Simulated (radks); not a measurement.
Question: Isoelectronic series with 11 electrons, each ion in its NIST ground configuration. All-electron calculation, Dirac Kohn-Sham, LDA (Slater exchange, Perdew-Wang correlation), spin-unpolarised, spherical densities, finite nucleus; Fermi nuclear charge, rms radius of each element as measured or else 0.836 A^(1/3) + 0.57 fm. Program: a radial shooting solver on a logarithmic mesh with Libxc functionals. Total energies (hartree) and mean radii <r> (bohr):

| ion | configuration | E (hartree) | 3s1/2 | 2p3/2 |
|---|---|---|---|---|
| S5+ | [Ne] 3s1 | -390.89476 | 1.411 | 0.4390 |
| Sc10+ | [Ne] 3s1 | -724.69114 | 0.9073 | 0.3036 |
| Ga20+ | [Ne] 3s1 | -1710.97773 | 0.5335 | 0.1881 |
| Kr25+ | [Ne] 3s1 | -2367.27478 | 0.4418 | 0.1579 |
| Nb30+ | [Ne] 3s1 | -3135.70931 | 0.3763 | 0.1361 |
| Pd35+ | [Ne] 3s1 | -4019.50175 | 0.3270 | 0.1194 |
| Sb40+ | [Ne] 3s1 | -5022.52715 | 0.2885 | 0.1064 |

Estimate the row of Fe15+ ([Ne] 3s1).

Answer: E (hartree) -1164.16404; 3s1/2 0.6719; 2p3/2 0.2323.
